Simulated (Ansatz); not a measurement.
Relaxation of the cluster AgPd2⁻ with RKS r2SCAN-D4/def2-TZVPD.

```sh
$ ansatz run in.yaml --threads 4 --pin off --events-out ev --progress --plain --max-ram 3916MiB
```

```yaml
crystal:
  periodic: [false, false, false]
  atoms:
    - {symbol: Pd, position_ang: [-0.488240, 0.030000, 1.536690]}
    - {symbol: Pd, position_ang: [-0.375790, 1.123440, -1.089530]}
    - {symbol: Ag, position_ang: [0.864020, -1.153440, -0.447160]}
basis:
  gaussian: {orbitals: def2-TZVPD}
total_charge: -1
hamiltonian: {xc: r2scan, dispersion: d4}
scf: {lower_state_search: "off"}
output: {orbitals: {seedname: orbitals}}
relax: {f_tol: 0.02, max_steps: 100}
```

Hardware: 4 threads of Arm Neoverse V1 on a shared host. Wall time 8 s.

Positions (Å) and forces (eV/Å) at steps 1, 2, 3, 4 of 4:

```xyz
3
step=1 energy=-10966.3748 eV
Pd   -0.488    0.030    1.537    0.221    0.131   -0.994
Pd   -0.376    1.123   -1.090    0.136   -0.603    0.801
Ag    0.864   -1.153   -0.447   -0.357    0.472    0.193
3
step=2 energy=-10966.5226 eV
Pd   -0.479    0.076    1.410   -0.041   -0.001    0.136
Pd   -0.378    1.068   -0.968   -0.034    0.102   -0.100
Ag    0.857   -1.144   -0.442    0.075   -0.101   -0.036
3
step=3 energy=-10966.5240 eV
Pd   -0.481    0.074    1.421    0.010    0.010   -0.053
Pd   -0.380    1.076   -0.978    0.005   -0.030    0.045
Ag    0.861   -1.150   -0.444   -0.016    0.020    0.009
3
step=4 energy=-10966.5242 eV
Pd   -0.481    0.076    1.417    0.000   -0.001    0.001
Pd   -0.380    1.074   -0.974    0.000    0.000   -0.001
Ag    0.861   -1.150   -0.444   -0.001    0.001    0.001
```

In the def2 sets Ag, Pd take a core potential; there is no spin–orbit coupling. The highest occupied level of the charge -1 singlet lies above zero (up to 1.10 eV). The electron is either unbound and held by the finite basis, or the level is raised by self-interaction error. The structure comes from a short search, and lower isomers may exist.
